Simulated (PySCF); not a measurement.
Cl2Zn, SMILES [Zn-]([Cl])[Cl] (connectivity only; charge and spin as stated), charge -1, multiplicity 2. Coordinates come from a PBE-D3(BJ)/def2-SVPD optimisation.

These are PBE-D3(BJ)/def2-SVPD (PySCF 2.14.0) values and carry that method's errors.

Harmonic wavenumbers (cm⁻¹): 88, 255, 283. Rotational constants (GHz): 11.05, 1.765, 1.522; symmetry number 2.

### Question
Work out the zero-point energy and the ideal-gas rigid-rotor harmonic-oscillator thermochemistry at 298.15 K and 1 atm.

### Answer
ZPE = ½ Σ hcν = ½ × 626 cm⁻¹ = 3.75 kJ/mol. H − E(el) = 18.07 kJ/mol. Entropy in J/(mol K): translation 170.04, rotation 106.30, vibration 28.91, spin 5.76, total 311.01. G − E(el) = -74.66 kJ/mol. Cp = 55.92 J/(mol K). Modes under 150 cm⁻¹ make the vibrational entropy uncertain.
